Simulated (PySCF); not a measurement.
Below is a simulated gas-phase C 1s photoelectron spectrum of `N#CC#[C][MgH]`.

Every computed line was given a Gaussian of 0.4 eV full width at half maximum and an area set by the number of equivalent atoms; the highest printed point is 100. Method: delta-SCF UKS SCAN, pcX-2 on the ionised atom, pcseg-1 elsewhere, spin-free X2C (PySCF).

binding energy (eV), intensity and a bar:
```
    289.8          1 
    289.9          5 #
    290.0         17 #####
    290.1         42 #############
    290.2         77 #######################
    290.3         99 ##############################
    290.4         90 ###########################
    290.5         58 #################
    290.6         26 ########
    290.7          8 ##
    290.8          2 #
    290.9          2 
    291.0          6 ##
    291.1         21 ######
    291.2         50 ###############
    291.3         84 #########################
    291.4        100 ##############################
    291.5         84 #########################
    291.6         50 ###############
    291.7         21 ######
    291.8          6 ##
    291.9          1 
    292.0          0 
    292.1          1 
    292.2          6 ##
    292.3         20 ######
    292.4         48 ##############
    292.5         83 #########################
    292.6        100 ##############################
    292.7         85 ##########################
    292.8         52 ###############
    292.9         22 #######
    293.0          7 ##
    293.1          1 
    293.2          0
```

Question: Count the maxima, the lines and the sites behind this envelope.

Answer: The curve has 3 maxima (at 290.3, 291.4 and 292.6 eV). Under it lie 3 lines from 3 inequivalent carbon sites.

Question: Decompose the envelope and assign each component. Numbering: `[N:1]#[C:2][C:3]#[C:4][MgH:5]`.

Answer: 
```json
{"position (eV)": "290.32", "relative area": "1", "line": "C 1s", "atoms": "C4", "environment": "alkyne carbon"}
{"position (eV)": "291.40", "relative area": "1", "line": "C 1s", "atoms": "C3", "environment": "alkyne carbon"}
{"position (eV)": "292.60", "relative area": "1", "line": "C 1s", "atoms": "C2", "environment": "nitrile carbon"}
```

Question: What are the centre and the root-mean-square width of the whole band?

Answer: The area-weighted mean of the lines is 291.44 eV. Their own spread about it is 0.93 eV (rms) and each Gaussian has σ = 0.4/2.355 = 0.17 eV; the variances add, which gives 0.95 eV.

Lowest listed C 1s: C4, bonded to C (triple bond) and Mg. Highest, 2.28 eV above it: C2, bonded to N (triple bond) and C. The widest gap between neighbouring values is 1.20 eV, between 291.40 and 292.60 eV. Summing the Pauling electronegativity differences to the bonded atoms, each weighted by its formal bond order, gives -1.24 for the lowest site and +1.47 for the highest; no listed site has a larger sum than the highest.

The curve has no shake-up lines and no vibrational structure. Spin contamination (⟨S²⟩ against 0.75 for a pure doublet) is marked for C 1s of C2 (0.92), C 1s of C3 (0.88) and C 1s of C4 (0.93), which makes these values less certain. Geometry: PBE0-D3(BJ)/def2-SVP; no solvent, vibrations or thermal averaging.
